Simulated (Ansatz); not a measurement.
The cluster ZrTe2 was relaxed with PBE-D4 (def2-TZVP) in Ansatz in these states: neutral quintet, neutral singlet. The geometries follow in no particular order.

In the def2 sets Te, Zr take a core potential; there is no spin–orbit coupling.

A:

```xyz
3

Zr   -0.2613   -0.1477    0.9619
Te   -0.3805   -2.1204   -0.9568
Te    0.6418    2.2681   -0.0051
```

B:

Cartesian coordinates in Å:
```
Zr 0.304 -0.727 0.613
Te -1.747 -0.826 -0.926
Te 1.443 1.552 0.313
```

**Question.** Judge from the bond lengths which geometry belongs to which state (an estimate).

**Answer.** A is the neutral quintet (Zr1–Te2 2.754 Å, Zr1–Te3 2.754 Å); B is the neutral singlet (Zr1–Te2 2.565 Å, Zr1–Te3 2.565 Å).

At PBE-D4/def2-TZVP the gap within one spin of the charge 0 quintet nearly closes, so an electron or hole may be smeared out by delocalisation error. At PBE0-D4/def2-TZVP a singlet lies 2.30 eV below the neutral quintet. These are the stationary points nearest to one start from a short search; other shapes may lie lower in each state.
